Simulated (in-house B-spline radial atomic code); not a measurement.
Inner-shell binding energies (edges) and X-ray emission energies of free atoms and ions, as differences of relaxed hole-state energies with first-order Breit, QED and recoil terms, without correlation or multiplet splittings, in NIST's listed ground configurations. For neutral atoms such line energies lie within some 1 to 5 eV of tabulated X-ray lines (up to 20 eV for the heaviest). K = 1s, L1 = 2s. A dash marks a subshell that is part filled or wasn't run, or a line left out. Computed with an all-electron radial atomic-structure program (B-spline basis): Dirac-Hartree-Fock, average of the configuration, finite nuclei.

```json
{"ion": "Si", "configuration": "[Ne] 3s2 3p2", "K edge (eV)": "1848.66", "L1 edge (eV)": "161.38"}
{"ion": "P+", "configuration": "[Ne] 3s2 3p2", "K edge (eV)": "2165.31", "L1 edge (eV)": "210.07"}
{"ion": "S2+", "configuration": "[Ne] 3s2 3p2", "K edge (eV)": "2510.01", "L1 edge (eV)": "266.18"}
{"ion": "Cl3+", "configuration": "[Ne] 3s2 3p2", "K edge (eV)": "2882.63", "L1 edge (eV)": "329.54"}
{"ion": "Ar4+", "configuration": "[Ne] 3s2 3p2", "K edge (eV)": "3283.11", "L1 edge (eV)": "400.03"}
{"ion": "K5+", "configuration": "[Ne] 3s2 3p2", "K edge (eV)": "3711.47", "L1 edge (eV)": "477.63"}
{"ion": "Ca6+", "configuration": "[Ne] 3s2 3p2", "K edge (eV)": "4167.75", "L1 edge (eV)": "562.3"}
{"ion": "Sc7+", "configuration": "[Ne] 3s2 3p2", "K edge (eV)": "4651.98", "L1 edge (eV)": "654.04"}
```
